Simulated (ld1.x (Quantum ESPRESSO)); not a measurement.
## silicon (Si), ultrasoft: configuration errors across variants

* Element: Si
* Generator: ld1.x (Quantum ESPRESSO) 7.5
* Type: ultrasoft
* Functional: PBE
* Relativity: scalar-relativistic
* Frozen core: [Ne]
* Valence charge: 4
* Reference configuration: 3s1.75 3p2.25
* Partial waves: 3s (bound): rcut 1.30, rcutus 1.65 bohr; 3s channel at 2 Ry: rcut 1.30, rcutus 1.65 bohr; 3p (bound): rcut 1.35, rcutus 1.50 bohr; 3p channel at 0.6 Ry: rcut 1.35, rcutus 1.50 bohr
* Local potential: all-electron potential smoothed inside 1.25 bohr (lloc = -1)
* Core correction: none
* Augmentation charge: built from norm-conserving waves at rcut, not smoothed further

All-electron excitation energies from the reference (eV): (1) 3s2 3p2 -1.688; (2) 3s2 3p1 6.052; (3) 3s2 3p0 22.045; (4) 3s2 3p1.5 1.233; (5) 3s1 3p3 5.126; (6) 3s1 3p2 13.482; (7) 3s0 3p4 12.090.

3 further variants failed, have other tests or another functional or relativity, and are left out.

A true bound ghost makes a file unfit for plane-wave use even where its test errors are small: the radial tests pick states by their node count and pass the ghost by.

Errors AE − PS in meV (a dash: test not solved or not reliable):

```csv
change,(1),(2),(3),(4),(5),(6),(7),bound ghosts
base,+0.4,-1.3,-5.7,+0.1,+3.7,+2.7,+23,p
"wave 3p channel at 0.6 Ry: rcut 1.35, rcutus 1.50 bohr becomes 3p channel at 0.75 Ry: rcut 1.35, rcutus 1.50 bohr",+0.4,-1.3,-5.7,+0.1,+3.7,+2.7,+23,p
"augmentation PSQ, inside the norm-conserving radii",+0.3,-1.3,-9.8,+0.1,+2.2,+0.6,+14,p
"all radii scaled by about 1.04 (s 1.72, p 1.56 bohr, rcut 1.36/1.40); local potential all-electron potential smoothed inside 1.30 bohr (lloc = -1)",+0.4,-1.0,-6.0,+0.2,+3.4,+3.3,+18,none
core correction a·sin(br)/r model core inside 1.28 bohr,+0.1,+0.8,+8.5,+0.1,+0.4,+1.3,+3.9,p
local potential all-electron potential smoothed inside 0.70 bohr (lloc = -1),+0.4,-1.3,-6.0,+0.1,+3.6,+2.6,+23,"p, s"
local potential all-electron potential smoothed inside 1.30 bohr (lloc = -1),+0.4,-1.3,-5.7,+0.1,+3.7,+2.7,+23,p
```

Problem. Give the same row for: waves 3p (bound): rcut 1.35, rcutus 1.44 bohr; 3p channel at 0.6 Ry: rcut 1.35, rcutus 1.44 bohr.

Solution. +0.4, -1.2, -5.6, +0.1, +3.7, +2.8, +23; bound ghosts: p.
